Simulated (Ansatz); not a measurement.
Species: SiF$_{2}$, charge 0, singlet. SiF2 (SMILES F[Si]F).
B3LYP-D3(BJ)/def2-TZVP minimum from Ansatz (a quantum-chemistry and plane-wave program):
```
Si
F 1 1.6090
F 1 1.6090 2 100.76
```

Property: atomisation energy (electronic, to ground-state atoms), in kJ/mol. Radicals and triplets start from unrestricted determinants; spin-orbit coupling is neglected. CBS(X,Y): correlation extrapolated as X^-3, Hartree-Fock from the larger set (Q,5: extrapolated as (X+1)exp(-9√X)). A bracket is a step between two methods taken in the basis named. Functionals run without relativity, which enters their misses. Double hybrids freeze cores in their MP2 part. '+ core + X2C': CCSD(T) terms for core correlation (cc-pwCVTZ, 1s frozen past Ne) and scalar relativity (cc-pVTZ-DK). The restricted determinant of F2Si (F[Si]F, singlet) is unstable towards broken spin symmetry in at least one set run.

CCSD(T)/CBS(cc-pV(Q+d)Z,cc-pV(5+d)Z) + [CCSDT(Q) - CCSD(T)]/cc-pV(T+d)Z + core + X2C (Ansatz) gives 1251.8 kJ/mol.

Problem. How far off this value is PBE/def2-TZVPD (Ansatz), in which direction, and which of these levels come nearer: r2SCAN/def2-TZVPD, B3LYP/def2-TZVPD, wB97M-V/def2-TZVPD, B2PLYP/def2-TZVPD, CCSD(T)/CBS(cc-pV(Q+d)Z,cc-pV(5+d)Z) + core + X2C?

Solution. PBE gives 1257.1 kJ/mol, 5.3 kJ/mol above it. Differences of the others: r2SCAN/def2-TZVPD (Ansatz) -25.6; B3LYP/def2-TZVPD (Ansatz) -31.0; wB97M-V/def2-TZVPD (Ansatz) -1.2; B2PLYP/def2-TZVPD (Ansatz) -22.3; CCSD(T)/CBS(cc-pV(Q+d)Z,cc-pV(5+d)Z) + core + X2C (Ansatz) 0.6 kJ/mol. Nearer than PBE: wB97M-V/def2-TZVPD, CCSD(T)/CBS(cc-pV(Q+d)Z,cc-pV(5+d)Z) + core + X2C.
